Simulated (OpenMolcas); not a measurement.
## OpenMolcas run: Tc

Input:

```
&GATEWAY
Coord
1

Tc 0.0 0.0 0.0
Basis=ANO-RCC-MB
Group=XYZ
NoMove
AngMom=0.0 0.0 0.0
AMFI
&SEWARD
&RASSCF
FileOrb=start.orb
Symmetry=1
Spin=6
nActEl=5 0 0
Inactive=10 9
Ras2=5 0
CIRoot=1 1 1
SDav=1
CIMx=300
Iter=120 100
PrWF=0.3
OrbListing=Nothing
MaxOrb=0
Atom
>>> COPY $Project.JobIph JOB001
&RASSCF
FileOrb=start.orb
Symmetry=1
Spin=4
nActEl=5 0 0
Inactive=10 9
Ras2=5 0
CIRoot=24 24 1
SDav=24
CIMx=300
Iter=120 100
PrWF=0.3
OrbListing=Nothing
MaxOrb=0
Atom
>>> COPY $Project.JobIph JOB002
&RASSCF
FileOrb=start.orb
Symmetry=1
Spin=2
nActEl=5 0 0
Inactive=10 9
Ras2=5 0
CIRoot=75 75 1
SDav=75
CIMx=300
Iter=120 100
PrWF=0.3
OrbListing=Nothing
MaxOrb=0
Atom
>>> COPY $Project.JobIph JOB003
&RASSI
NrOfJobIphs=3 1 24 67
1
1 2 3 4 5 6 7 8 9 10 11 12 13 14 15 16 17 18 19 20 21 22 23 24
1 2 3 4 5 6 7 8 9 10 11 12 13 14 15 16 17 18 19 20 21 22 23 24 25 26 27
28 29 30 31 32 33 34 35 36 37 38 39 40 41 42 43 44 45 46 47 48 49 50 51
52 53 54 55 56 57 58 59 60 61 62 63 64 65 66 67
IphNames
JOB001
JOB002
JOB003
EJob
SpinOrbit
DIPRint=1.0
SOCoupling=1000.0
Subsets=2
MEES
Property=10
'ANGMOM' 1 'ANGMOM' 2 'ANGMOM' 3 'MLTPL  1' 1 'MLTPL  1' 2 'MLTPL  1' 3
'AMFI' 1 'AMFI' 2 'AMFI' 3 'MLTPL  2' 6
SOProperty=3
'ANGMOM' 1 'ANGMOM' 2 'ANGMOM' 3
```

Launched by
```bash
OMP_NUM_THREADS=1 MOLCAS_MEM=1689 MOLCAS_PROJECT=a pymolcas a.inp > a.log  # once for each step of the input, in one work folder
```

A driver script runs the steps one by one and writes start.orb anew before each from the orbitals found so far.

Output, cut to the results:

```
--- SEWARD ---
Basis set label: TC.ANO-RCC...5S4P2D.

      Electronic valence basis set:
      ------------------
      Associated Effective Charge  43.000000 au
      Associated Actual Charge     43.000000 au
      Nuclear Model: Point charge

      Shell  nPrim  nBasis  Cartesian Spherical Contaminant
         s      21       5        X
         p      18       4        X
         d      13       2                 X
                  Relativistic Douglas-Kroll-Hess integrals:
                    - DKH order of Hamiltonian: 2
                    - DKH order of Properties : 0
                  Atomic mean-field integrals
--- RASSCF ---
Wave function specifications:
      -----------------------------

      Number of closed shell electrons          38
      Number of electrons in active shells       5
      Max number of holes in RAS1 space          0
      Max nr of electrons in RAS3 space          0
      Number of inactive orbitals               19
      Number of active orbitals                  5
      Number of secondary orbitals               3
      Spin quantum number                      2.5
      State symmetry                             1
Orbital specifications:
      -----------------------

      Symmetry species                           1   2
                                                ag  au
      Frozen orbitals                            0   0
      Inactive orbitals                         10   9
      Active orbitals                            5   0
      RAS1 orbitals                              0   0
      RAS2 orbitals                              5   0
      RAS3 orbitals                              0   0
      Secondary orbitals                         0   3
      Deleted orbitals                           0   0
      Number of basis functions                 15  12
      Number of CSFs                             1
      Number of root(s) required                 1
      Iter CI   SX   CI       RASSCF       Energy    max ROT     max BLB   max BLB  Level Ln srch  Step   QN
          iter iter root      energy       change     param      element    value   shift minimum  type update
 Nr of preliminary CI iterations:   1
      Total energies have been shifted. Add                -4000.00 au
        1   1    3    1  -282.47263279    0.00E+00  -3.27E-03    7  10 2  1.45E-02*  0.00   0.00    SX    NO
        2   1    3    1  -282.47280483   -1.72E-04* -2.49E-04    7  10 2  1.11E-03*  0.00   0.00    SX    NO
        3   1    3    1  -282.47280577   -9.44E-07* -2.22E-05    8  11 2  9.85E-05   0.00   0.00    SX    NO
        4   1    2    1  -282.47280578   -7.63E-09  -2.00E-06    7  10 2  8.87E-06   0.00   0.00    SX    NO
      Convergence after  4 iterations
        5   1    2    1  -282.47280578   -6.37E-11  -2.00E-06    9  12 2  8.01E-07   0.00   0.00    SX    NO
      Natural orbitals and occupation numbers for root  1
      sym 1:   1.000000   1.000000   1.000000   1.000000   1.000000
::    RASSCF root number  1 Total energy:  -4282.47280578
--- RASSCF ---
Wave function specifications:
      -----------------------------

      Number of closed shell electrons          38
      Number of electrons in active shells       5
      Max number of holes in RAS1 space          0
      Max nr of electrons in RAS3 space          0
      Number of inactive orbitals               19
      Number of active orbitals                  5
      Number of secondary orbitals               3
      Spin quantum number                      1.5
      State symmetry                             1
Orbital specifications:
      -----------------------

      Symmetry species                           1   2
                                                ag  au
      Frozen orbitals                            0   0
      Inactive orbitals                         10   9
      Active orbitals                            5   0
      RAS1 orbitals                              0   0
      RAS2 orbitals                              5   0
      RAS3 orbitals                              0   0
      Secondary orbitals                         0   3
      Deleted orbitals                           0   0
      Number of basis functions                 15  12
      Number of CSFs                            24
      Number of root(s) required                24
      Iter CI   SX   CI       RASSCF       Energy    max ROT     max BLB   max BLB  Level Ln srch  Step   QN
...
--- RASSI ---
SPIN-FREE ENERGIES:
  (Shifted by EMIN (a.u.) =      -4282.4728057776)

 SF State       Relative EMIN(au)   Rel lowest level(eV)    D:o, cm**(-1)      L_eff

     1             0.0000000000        0.0000000000              0.0000         0.0
     2             0.1022733834        2.7830005390          22446.4131         4.0
     3             0.1022733834        2.7830005390          22446.4131         4.0
     4             0.1022733834        2.7830005390          22446.4131         4.0
     5             0.1022733834        2.7830005390          22446.4131         4.0
     6             0.1022733834        2.7830005390          22446.4131         4.0
     7             0.1022733834        2.7830005390          22446.4131         4.0
     8             0.1022733834        2.7830005390          22446.4131         4.0
     9             0.1022733834        2.7830005390          22446.4131         4.0
    10             0.1022733834        2.7830005390          22446.4131         4.0
    11             0.1190292528        3.2389509731          26123.9014         1.0
    12             0.1190292528        3.2389509731          26123.9014         1.0
    13             0.1190292528        3.2389509731          26123.9014         1.0
    14             0.1264215839        3.4401065501          27746.3305         2.0
    15             0.1264215839        3.4401065501          27746.3305         2.0
    16             0.1264215839        3.4401065501          27746.3305         2.0
    17             0.1264215839        3.4401065501          27746.3305         2.0
    18             0.1264215839        3.4401065501          27746.3305         2.0
    26             0.1463833753        3.9832945649          32127.4373         6.0
    27             0.1463833753        3.9832945649          32127.4373         6.0
    28             0.1463833753        3.9832945649          32127.4373         6.0
...
```

Levels above the lowest, from the spin-orbit matrix, grouped by J:

```
Configuration   Term     J  E (cm-1)      g  Term weight %    Second
      4d5 5s2     6S   5/2       0.0  2.000            100          
      4d5 5s2     4G   5/2     22315  0.576             98          
      4d5 5s2     4G   7/2     22426  0.986             99          
      4d5 5s2     4G  11/2     22455  1.272             99          
      4d5 5s2     4G   9/2     22492  1.172            100          
      4d5 5s2     4P   5/2     25383  1.540             75     22 4D
      4d5 5s2     4P   3/2     25644  1.621             79     20 4D
      4d5 5s2     4P   1/2     25984  2.421             90      9 4D
      4d5 5s2     4D   7/2     27690  1.425             98          
      4d5 5s2     4D   1/2     28058  0.246             91      9 4P
      4d5 5s2     4D   3/2     28312  1.305             79     20 4P
      4d5 5s2     4D   5/2     28330  1.417             77     21 4P
      4d5 5s2     2I  11/2     31990  0.928             97      3 2H
      4d5 5s2     2I  13/2     32246  1.077            100          
      4d5 5s2  2D(1)   5/2     35292  1.067             55  38 2F(1)
      4d5 5s2  2D(1)   3/2     36173  0.689             71     29 4F
      4d5 5s2  2F(1)   7/2     37134  1.170             48     44 4F
      4d5 5s2     4F   9/2     37254  1.302             87  11 2G(1)
      4d5 5s2     4F   5/2     37575  1.013             88   9 2F(1)
      4d5 5s2     4F   7/2     37783  1.195             50  47 2F(1)
      4d5 5s2     4F   3/2     38247  0.518             71  29 2D(1)
      4d5 5s2     2H   9/2     39228  0.978             74  19 2G(1)
      4d5 5s2  2F(1)   5/2     39361  1.013             50  41 2D(1)
      4d5 5s2     2H  11/2     40075  1.087             96      3 2I
```

Some high roots are left out of the spin-orbit mixing, which shifts the levels that they would mix with. Without dynamic correlation excited terms often stand tens of per cent too high (terms of higher spin than the ground term too low), and those without a measured partner can miss by more than the paired ones. With the s shell closed, the reference lacks s² → p², s² → d² and s → d mixing, so excited terms can stand far too high and out of order, with CASPT2 too. Levels of configurations outside the active space are missing. The first state left out of the spin-orbit step lies near 71000 cm-1 above the lowest spin-free state of the reference (among the parities and spins computed), and the list stops at four fifths of that energy or lower. The table shows the lowest 24 of 31 levels.

The term weight is that of the spin-free term in the level, not the purity of its configuration. A number in round brackets counts repeated terms of one configuration in the order of the reference energies.
